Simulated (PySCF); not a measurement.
Molecule: `FC(F)(F)[Si@@H]1CCCN1`, C4H8F3NSi.

Cartesian coordinates in Å; atom numbers follow the order of the lines, from 1:
```xyz
17

F     2.4961    1.5530   -0.0799
C     2.5031    0.2330    0.1836
F     3.3782   -0.3181   -0.6814
F     3.0671    0.1016    1.4043
Si    0.7608   -0.6165    0.1112
C    -0.3737   -0.1433   -1.3248
C    -1.7374   -0.2006   -0.6355
C    -1.6086    0.4088    0.7625
N    -0.2619    0.1399    1.2406
H     1.0612   -2.0488    0.2374
H    -0.1754    0.8654   -1.6870
H    -0.3465   -0.8116   -2.1802
H    -2.0317   -1.2461   -0.5372
H    -2.5061    0.3168   -1.2095
H    -2.3529   -0.0218    1.4393
H    -1.7704    1.4923    0.7264
H    -0.1090    0.3079    2.2206
```

Frames of a GFN2-xTB Langevin trajectory at 400 K; GIAO PBE0/pcSseg-1 shieldings in PySCF, gas phase, non-relativistic; equivalent atoms averaged within each frame.

Chemical shifts δ = σref − σ; ¹⁹F (σ = 170.95 ppm) vs CFCl3; ¹³C (σ = 186.93 ppm), ²⁹Si (σ = 349.16 ppm), ¹H (σ = 31.72 ppm) against TMS; ¹⁵N (σ = 267.73 ppm) against NH3, all at this level. The references are static minima.

Question: How do the shifts (ppm) fluctuate along the trajectory?

Answer: 
```csv
time (fs),F1/F3/F4,C2,C8,C7,C6,Si5,N9,H10,H16,H14
optimised geometry,-81.3,137.7,48.0,27.1,10.8,-18.1,27.5,5.00,3.42,2.19
250,-69.4,139.9,44.5,30.3,8.5,-9.7,16.7,5.67,3.05,2.94
425,-64.9,147.3,48.6,31.6,14.7,-21.6,32.6,6.39,4.13,1.69
625,-68.0,145.4,43.8,24.4,16.4,-17.5,11.2,4.33,2.76,3.20
800,-86.8,132.4,49.9,21.9,6.5,-8.4,29.0,5.28,3.43,2.93
1000,-58.5,141.1,47.8,16.7,8.9,-30.6,46.9,5.60,3.68,3.07
mean of frames,-69.5,141.2,46.9,25.0,11.0,-17.6,27.3,5.45,3.41,2.76
standard deviation,10.5,5.8,2.7,6.1,4.3,9.1,14.0,0.75,0.53,0.61
```

5 frames give an uncertainty of the mean of about the standard deviation over 2.2 at best, since frames this close in time may not be independent; classical motion lacks zero-point vibration, and the reference would need the same averaging.
